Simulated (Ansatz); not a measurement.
Relaxation of F$_{2}$H$_{5}$Si$_{2}$ (9 atoms, charge 0, multiplicity 2), to a largest force component of 0.03 eV/Å in at most 50 steps.

Method: UKS PBE/6-31G* (Ansatz 0.2.0).

```xyz
9
Properties=species:S:1:pos:R:3:forces:R:3
Si -0.199 -0.046 -0.247 0.03 0.00 -0.13
H 0.084 -0.069 2.402 -0.23 -0.13 -1.55
Si 2.122 0.003 -0.817 0.09 -0.02 -0.06
H 2.656 -1.399 -0.708 -0.05 0.07 0.01
H 2.378 0.526 -2.209 -0.04 -0.04 0.10
H 2.840 0.870 0.179 -0.06 -0.02 -0.04
F -0.891 1.357 -0.712 0.01 -0.02 0.00
F -0.918 -1.225 -1.118 0.01 0.03 0.01
H 0.182 -0.017 3.108 0.24 0.12 1.65
```

Task: Where does it end, and by what steps?

Result: It converged. The force dipped under the threshold on the way, but the program's further checks kept it going. After 11 steps the energy has fallen by 0.053 eV; H6 moved furthest, 0.36 Å.

```
step  energy less start (eV)  largest force component (eV/Å)  accepted
   0                  0.0000                           1.651       yes
   1                 -0.0403                           0.306       yes
   2                 -0.0255                           0.773        no
   3                 -0.0472                           0.098       yes
   4                 -0.0496                           0.027       yes
   5                 -0.0498                           0.138       yes
   6                 -0.0513                           0.057       yes
   7                 -0.0519                           0.015       yes
   8                 -0.0527                           0.122       yes
   9                 -0.0528                           0.096       yes
  10                 -0.0533                           0.048       yes
  11                 -0.0533                           0.021       yes
```

```xyz
9
Properties=species:S:1:pos:R:3
Si -0.214 0.068 -0.338
H 0.080 -0.217 2.552
Si 2.115 0.032 -0.836
H 2.655 -1.292 -0.381
H 2.396 0.216 -2.301
H 2.774 1.132 -0.056
F -0.848 1.471 -0.877
F -0.957 -1.123 -1.168
H 0.252 -0.287 3.283
```

Whether the end is a true minimum wasn't checked by a vibrational analysis.

The run took 15 s on 2 threads of Intel(R) Xeon(R) 6975P-C (Granite Rapids) (shared host), peak memory 0.19 GiB.
